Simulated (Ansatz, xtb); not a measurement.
# Two isomers of C5H9NO

Structure I is `N[C@@H]1CC=C(O)C1`, a singlet and structure II is `N[C@@H]1C=C(O)CC1`, a singlet. Both are isolated molecules in the gas phase, relaxed with PBE-D3(BJ)/def2-SVP; each stands in its lowest conformer found.

Quicker runs give these differences E(II) − E(I): GFN2-xTB −1.05 kcal/mol; HF/STO-3G −0.93 kcal/mol (at GFN2-xTB geometries); r2SCAN-D4/def2-SVP −1.46 kcal/mol (at GFN2-xTB geometries).

Question: Estimate E(II) − E(I) at the level CCSD(T)/def2-SVP + ΔMP2/def2-TZVPP.

Answer: CCSD(T)/def2-SVP + ΔMP2/def2-TZVPP gives E(II) − E(I) = −1.07 kcal/mol, favouring structure II, but this leans on the basis-set step: CCSD(T) alone gives −0.82 kcal/mol.

The same difference at several levels:

```json
{"level": "GFN2-xTB", "geometry": "GFN2-xTB", "E(II) − E(I) (kcal/mol)": "−1.05", "departure from the last row (kcal/mol)": "+0.02", "job, with rough time for the two": "optimisation, 0.14 s"}
{"level": "HF/STO-3G", "geometry": "GFN2-xTB", "E(II) − E(I) (kcal/mol)": "−0.93", "departure from the last row (kcal/mol)": "+0.14", "job, with rough time for the two": "single point, 0.48 s"}
{"level": "r2SCAN-D4/def2-SVP", "geometry": "GFN2-xTB", "E(II) − E(I) (kcal/mol)": "−1.46", "departure from the last row (kcal/mol)": "−0.39", "job, with rough time for the two": "single point, 7.2 s"}
{"level": "PBE-D3(BJ)/def2-SVP", "geometry": "PBE-D3(BJ)/def2-SVP", "E(II) − E(I) (kcal/mol)": "−1.29", "departure from the last row (kcal/mol)": "−0.22", "job, with rough time for the two": "optimisation, 44 s"}
{"level": "HF/def2-SVP", "geometry": "PBE-D3(BJ)/def2-SVP", "E(II) − E(I) (kcal/mol)": "−1.04", "departure from the last row (kcal/mol)": "+0.02", "job, with rough time for the two": "part of the CCSD(T) run"}
{"level": "MP2/def2-SVP", "geometry": "PBE-D3(BJ)/def2-SVP", "E(II) − E(I) (kcal/mol)": "−0.96", "departure from the last row (kcal/mol)": "+0.11", "job, with rough time for the two": "part of the CCSD(T) run"}
{"level": "CCSD(T)/def2-SVP", "geometry": "PBE-D3(BJ)/def2-SVP", "E(II) − E(I) (kcal/mol)": "−0.82", "departure from the last row (kcal/mol)": "+0.25", "job, with rough time for the two": "single point"}
{"level": "CCSD(T)/def2-SVP + ΔMP2/def2-TZVPP", "geometry": "PBE-D3(BJ)/def2-SVP", "E(II) − E(I) (kcal/mol)": "−1.07", "departure from the last row (kcal/mol)": "", "job, with rough time for the two": "single point, 2.5 min"}
```

As drawn, both hold the same kinds of bond in the same numbers.

The largest departure from CCSD(T)/def2-SVP + ΔMP2/def2-TZVPP is that of r2SCAN-D4/def2-SVP, 0.39 kcal/mol. The last row adds to CCSD(T) the change of the MP2 difference between the two basis sets, here −0.25 kcal/mol.

With thermal terms from frequencies at re-optimised GFN2-xTB minima (ideal gas, soft modes damped towards free rotors, one conformer each, 298.15 K, 1 atm): the zero-point term adds +0.18 kcal/mol; ΔH is −0.89 and ΔG −0.92 kcal/mol.

The correlated steps freeze 7 core orbitals. Codes used: Ansatz 0.2.0, xtb 6.7.1; the last row on 2 threads of Arm Neoverse V2 on a shared host.
